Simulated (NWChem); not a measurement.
System: AlGeH3Cl2; SMILES [Cl][Al]([Cl])[GeH3]

```xyz
7

Al     0.0026    -0.6074     0.0077
Cl     1.7740    -1.7371    -0.0017
Cl    -1.7948    -1.6961    -0.0017
Ge     0.0097     1.8467    -0.0002
H     -1.0562     2.3952     0.9653
H      1.3843     2.4021     0.4097
H     -0.3203     2.3674    -1.4121
```
Atoms are numbered in this order, from 1.

All runs: NWChem. Medium grid unless said otherwise, to which SCAN and Minnesota functionals are sensitive. Geometry: optimised at PBE0/def2-SVP. Total energies of different functionals are on different scales.

```tsv
level	energy (Ha)	highest occupied level (eV)	orbital gap (eV)	dipole (D)
B3LYP/def2-SVP	-3241.2474	-7.99	6.17	1.35
PBE/def2-SVP	-3240.3120	-7.10	4.70	1.35
LC-BLYP (range parameter 0.33 per bohr)/def2-SVP	-3240.1785	-10.32	10.52	1.38
KT2/def2-SVP	-3258.7474	-7.19	4.69	1.43
M06-2X/def2-SVP	-3241.1121	[?]	[?]	[?]
BP86/def2-SVP	-3241.5235	-7.21	4.74	1.34
BLYP/def2-SVP	-3241.1837	-6.88	4.69	1.22
```

Q: Fill in the missing entries.

A: 
- M06-2X/def2-SVP, highest occupied level (eV): -9.30
- M06-2X/def2-SVP, orbital gap (eV): 8.20
- M06-2X/def2-SVP, dipole (D): 1.54
